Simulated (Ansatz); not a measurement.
CH5B2NO, SMILES `BBC(=N)O`, 10 atoms. Charge 0, multiplicity 1. All runs use 2 threads of an Arm Neoverse V2 on a shared host. Correlated methods freeze the cores.

(1) How many basis functions does each run have, and how long does it take in Ansatz? RHF-CCSD(T)/def2-TZVPP energy; direct RPA on PBE orbitals/def2-TZVPP energy; RKS PBE0-D4/def2-TZVP frequencies; RKS r2SCANh-D4/def2-TZVPP energy; RKS BLYP-D4/def2-TZVPP energy; RKS PBE0-D4/def2-SVP energy; RKS PBE0-D4/def2-TZVP relaxation (18 steps); RKS ωB97M-V/def2-SVP energy; RKS ωB97M-V/def2-QZVPP energy; RKS ωB97X-V/def2-TZVPP energy; RHF-MP2/def2-QZVPP energy; RKS PBE0-D4/def2-QZVPP energy. (An estimate is asked.)

Results:

(1) The calculation gave: Other jobs shared the machine, so times are rough.

| level | job | functions | wall time | peak host memory (GiB) |
| --- | --- | --- | --- | --- |
| RKS PBE0-D4/def2-SVP | energy | 95 | 1.1 s | 0.4 |
| RKS BLYP-D4/def2-TZVPP | energy | 225 | 2.5 s | 0.23 |
| RKS ωB97M-V/def2-SVP | energy | 95 | 4.3 s | 0.4 |
| RKS r2SCANh-D4/def2-TZVPP | energy | 225 | 4.7 s | 0.43 |
| direct RPA on PBE orbitals/def2-TZVPP | energy | 225 | 7 s | 0.54 |
| RKS PBE0-D4/def2-QZVPP | energy | 435 | 7.5 s | 1.1 |
| RKS ωB97X-V/def2-TZVPP | energy | 225 | 8.5 s | 0.52 |
| RKS ωB97M-V/def2-QZVPP | energy | 435 | 18 s | 1.4 |
| RHF-MP2/def2-QZVPP | energy | 435 | 22 s | 2.3 |
| RKS PBE0-D4/def2-TZVP | relaxation (18 steps) | 185 | 63 s | 0.39 |
| RHF-CCSD(T)/def2-TZVPP | energy | 225 | 120 s | 3.8 |
| RKS PBE0-D4/def2-TZVP | frequencies | 185 | 2.4 min | 0.4 |
